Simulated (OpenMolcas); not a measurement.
# Multiplet structure of Bi²⁺

```json
{"Program": "OpenMolcas 26.06", "Method": "RASSCF", "Basis": "ANO-RCC-VQZP [9s8p6d4f3g]", "Scalar Hamiltonian": "DKH2, point nucleus", "Active space": "3 electrons in 9 orbitals (RAS2 6s 6p; RAS3 6d, at most 2 electrons)", "State averaging": "2S+1 = 4 odd, 1 root; 2S+1 = 2 odd, 11 roots; 2S+1 = 4 even, 3 roots; 2S+1 = 2 even, 9 roots kept (CI in the orbitals of an earlier block)", "Spin-orbit coupling": "RASSI with atomic mean-field integrals over the reference wave functions, term energies averaged over their components"}
```

With spin-orbit coupling, above the lowest level:

```tsv
Configuration	Term	J	E (cm-1)	Measured (cm-1)	Term weight %	Second
6s2 6p	2P*	1/2	0.0	0.0	100	
6s2 6p	2P*	3/2	17700	20788	100	
6s 6p2	4P	1/2	63906	70254	92	7 2S
6s 6p2	4P	3/2	73340	83038	98	
6s 6p2	4P	5/2	80330	89236	82	18 2D
6s 6p2	2D	3/2	94942	108586	94	5 2P
6s 6p2	2D	5/2	100797	116414	82	18 4P
```

Against the 6 measured excited levels shown (Moore, Atomic Energy Levels, vol. III, NSRDS-NBS 35 (1971 reprint of NBS Circular 467, 1958)) the mean absolute deviation is 9600 cm-1; the largest miss in energy is 6s 6p2 2D 5/2: computed 100797, measured 116414 cm-1 (-13.4 %).

Spin-orbit coupling puts the lowest level 11812 cm-1 below the lowest spin-free term.

Terms from blocks run as CI alone lack orbitals of their own. The run also gave levels led by 6s 6p 6d, which use shells meant for correlation; these and all levels above them are left out. Spin-orbit splittings of 6p shells tend to come out small when the coupling is added on scalar orbitals. Computed and measured levels are paired by configuration, term and J; levels that our copy of the source lacks, or whose pairing is in doubt (as where it misses far off the trend of its configuration), stay unpaired and out of the deviations. Only configurations of the active space appear. The first state left out of the spin-orbit step lies near 130000 cm-1 above the lowest spin-free state of the reference (among the parities and spins computed), and the list stops at four fifths of that energy or lower.

The term weight is that of the spin-free term in the level, not the purity of its configuration. * marks odd parity.
